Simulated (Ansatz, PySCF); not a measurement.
C2H4BN3, SMILES NB1N=CC=N1. Atoms are numbered in the order given.

```xyz
10

N      0.0000     0.0000     2.0680
B      0.0000     0.0000     0.6853
N      0.0000     1.2447    -0.1575
C      0.0000     0.7664    -1.3418
C      0.0000    -0.7664    -1.3418
N      0.0000    -1.2447    -0.1575
H      0.0000    -0.8571     2.6089
H      0.0000     0.8571     2.6089
H      0.0000     1.3803    -2.2577
H      0.0000    -1.3803    -2.2577
```

Geometry: B3LYP-D3(BJ)/def2-SVP. The structure was generated by enumeration, and PubChem lists no compound with its InChIKey, so it may never have been made. Other conformers were not sampled.

Two levels are set side by side: PBE-D3(BJ)/def2-SVP (Ansatz, a program for electronic structure) and B3LYP-D3(BJ)/def2-SVP (Ansatz). Each level has its own optimised geometry; the coordinates shown are those of the second. Frequencies come from the Hessian of PySCF at each geometry. Differences are taken from unrounded values.

| quantity | B3LYP-D3(BJ) |
|---|---|
| mean bond length (Å) | 1.271 |
| bond N1–B2 (Å) | 1.383 |
| bond B2–N3 (Å) | 1.503 |
| bond B2–N6 (Å) | 1.503 |
| bond N3–C4 (Å) | 1.277 |
| bond C4–C5 (Å) | 1.533 |
| bond C5–N6 (Å) | 1.277 |
| bond N1–H7 (Å) | 1.014 |
| bond N1–H8 (Å) | 1.014 |
| bond C4–H9 (Å) | 1.103 |
| bond C5–H10 (Å) | 1.103 |
| highest harmonic wavenumber (cm⁻¹) | 3701 |
| mean harmonic wavenumber (cm⁻¹) | 1350 |
| zero-point energy (kcal/mol) | 46.32 |

Problem. What does PBE-D3(BJ) give, and how far is it from B3LYP-D3(BJ)? (An estimate is asked for; the answer gives what the named calculation found.)

Solution. 
```
quantity                            PBE-D3(BJ)  PBE-D3(BJ) minus B3LYP-D3(BJ)
----------------------------------  ----------  -----------------------------
mean bond length (Å)                     1.278                          0.007
bond N1–B2 (Å)                           1.391                          0.008
bond B2–N3 (Å)                           1.508                          0.004
bond B2–N6 (Å)                           1.508                          0.004
bond N3–C4 (Å)                           1.289                          0.012
bond C4–C5 (Å)                           1.533                          0.000
bond C5–N6 (Å)                           1.289                          0.012
bond N1–H7 (Å)                           1.021                          0.007
bond N1–H8 (Å)                           1.021                          0.007
bond C4–H9 (Å)                           1.112                          0.009
bond C5–H10 (Å)                          1.112                          0.009
highest harmonic wavenumber (cm⁻¹)        3627                            -74
mean harmonic wavenumber (cm⁻¹)           1311                            -39
zero-point energy (kcal/mol)             44.99                          -1.32
```

GGA bonds tend to be longer and softer than those of functionals with exact exchange. Differences between two approximate levels are no errors against the true value.
